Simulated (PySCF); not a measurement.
CH3Cl2InO. Atoms are numbered in the order given.

```xyz
8

In    -0.0206    -0.0925     0.0901
Cl    -0.1924    -1.0629     2.1946
Cl     0.6052     2.1493    -0.1625
O     -0.4502    -1.1348    -1.5418
C     -0.2802    -0.5863    -2.8343
H      0.5992    -1.0336    -3.3337
H     -1.1722    -0.8215    -3.4420
H     -0.1491     0.5123    -2.8429
```

Geometry optimised at r2SCAN-D4/def2-SVP. The structure was generated by enumeration; whether it is a known compound was not checked. The def2 effective core potentials stand for the cores of In; spin–orbit coupling is left out. Other conformers were not sampled.

All values below come from HF/def2-TZVP (PySCF).

ESP charges are fitted to the potential on shells at 1.4 to 2.0 van der Waals radii. Atomic charges (e):

```json
[
 {"atom": "In1", "Mulliken": "1.32", "ESP fit": "1.09"},
 {"atom": "Cl2", "Mulliken": "[?]", "ESP fit": "-0.35"},
 {"atom": "Cl3", "Mulliken": "[?]", "ESP fit": "-0.36"},
 {"atom": "O4", "Mulliken": "-0.66", "ESP fit": "-0.59"},
 {"atom": "C5", "Mulliken": "[?]", "ESP fit": "0.15"},
 {"atom": "H6", "Mulliken": "[?]", "ESP fit": "0.03"},
 {"atom": "H7", "Mulliken": "[?]", "ESP fit": "0.04"},
 {"atom": "H8", "Mulliken": "[?]", "ESP fit": "-0.01"}
]
```

### Question
Some entries are withheld; supply them. (The exact figures need the calculation; the answer reports its results.)

### Answer

- Cl2, Mulliken: -0.43
- Cl3, Mulliken: -0.45
- C5, Mulliken: -0.09
- H6, Mulliken: 0.10
- H7, Mulliken: 0.10
- H8, Mulliken: 0.10
